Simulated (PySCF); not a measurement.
NMR data simulated for an unnamed compound:

¹H NMR (400 MHz, computed): δ 5.03 (d, 2H), 4.84 (s, 6H), 2.09 (t, 1H).

¹³C{¹H} NMR (computed): δ 104.4 (CH), 88.3 (C).

[PySCF 2.14.0 with density-fitted response routines: PBE0/pcSseg-1 with gauge-including orbitals; geometry from GFN2-xTB; rapidly exchanging positions averaged; one conformer; non-relativistic Hamiltonian; no solvent model]

Scale: ¹H and ¹³C vs TMS (reference shieldings calculated alike).

Question: Which of these does the molecule contain: a (CH3)2CH unit, a C≡C triple bond, a Si–H bond, an NH or NH2 group, an OH group?

Answer: 
- A (CH3)2CH unit: no.
- A C≡C triple bond: yes (δC 104.4, 88.3; δH 2.09 (t)).
- A Si–H bond: yes (δH 5.03 (d)).
- An NH or NH2 group: no.
- An OH group: no.

The data belong to `C#C[SiH2]N([SiH3])[SiH3]`, C$_{2}$H$_{9}$NSi$_{3}$; they needn't prove each group on their own.

Carbon signals by region: 1 in the sp2 and nitrile region (100–160 ppm), 1 at 50–100 ppm.

Shifts are as computed. Against solution values, carbons near 30 ppm lie about +3 ppm off and those near 130 ppm about +5 ppm. Of 1211 compounds with measured shifts, 218 miss one by over three times the rms of a fit or turn the order of signals round; such compounds aren't used in these exercises. Multiplicities follow the n + 1 count of equivalent neighbours, as no J values were calculated; m marks all less simple cases, F and P coupling included.
